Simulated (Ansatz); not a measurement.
Relaxation of Al₂Cl₂H₂ (6 atoms, charge 0, multiplicity 1), to a largest force component of 0.015 eV/Å in at most 40 steps.

Level of theory: Ansatz 0.2.0, RKS PBE0/def2-SVP.

```xyz
6
Properties=species:S:1:pos:R:3
Al -0.756 1.021 -0.405
Al 0.680 -0.927 0.361
Cl 1.628 -0.846 2.171
Cl 0.915 -2.580 -0.817
H -1.508 1.026 -1.785
H -0.959 2.307 0.475
```

Task: Where does it end, and by what steps?

Result: The forces met the threshold. After 3 steps the energy has fallen by 0.108 eV; Cl3 moved furthest, 0.08 Å.

```json
{"step": "0", "energy less start (eV)": "0.0000", "largest force component (eV/Å)": "1.087", "accepted": "yes"}
{"step": "1", "energy less start (eV)": "-0.1066", "largest force component (eV/Å)": "0.082", "accepted": "yes"}
{"step": "2", "energy less start (eV)": "-0.1079", "largest force component (eV/Å)": "0.034", "accepted": "yes"}
{"step": "3", "energy less start (eV)": "-0.1079", "largest force component (eV/Å)": "0.004", "accepted": "yes"}
```

```xyz
6
Properties=species:S:1:pos:R:3
Al -0.795 1.072 -0.425
Al 0.668 -0.904 0.354
Cl 1.675 -0.897 2.210
Cl 0.949 -2.643 -0.811
H -1.532 1.020 -1.835
H -0.966 2.352 0.506
```

Run time: 14 s on 1 thread of Arm Neoverse V1, on a shared host, peak memory 0.17 GiB.
